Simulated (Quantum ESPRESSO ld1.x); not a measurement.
Results of a calculation; reference values are marked as such.
Coherent X-ray form factor from a spherical all-electron density. Level of theory: scalar-relativistic Kohn-Sham, PBE, spin-unpolarised, spherical densities, point nucleus (ld1.x of Quantum ESPRESSO 7.5).

| sin(theta)/lambda (1/angstrom) | f0 (electrons) |
|---|---|
| 0.05 | 47.843 |
| 0.1 | 47.378 |
| 0.15 | 46.620 |
| 0.2 | 45.593 |
| 0.25 | 44.330 |
| 0.3 | 42.868 |
| 0.4 | 39.516 |
| 0.5 | 35.879 |
| 0.6 | 32.262 |
| 0.8 | 25.939 |
| 1 | 21.378 |
| 1.25 | 17.798 |
| 1.5 | 15.509 |
| 2 | 11.929 |

The species is in the configuration that NIST lists as its ground one. Which atom or ion scatters so?

Answer. The terbium ion Tb17+, [Kr] 4d10 4f2. Extrapolating in s^2 from the first two rows gives f0(0) = 48.0, near the electron count 48; among species with that count, the fall with angle is slower the higher Z, and the table is that of Z = 65; from so few rows the species is fixed only to a neighbour or two.
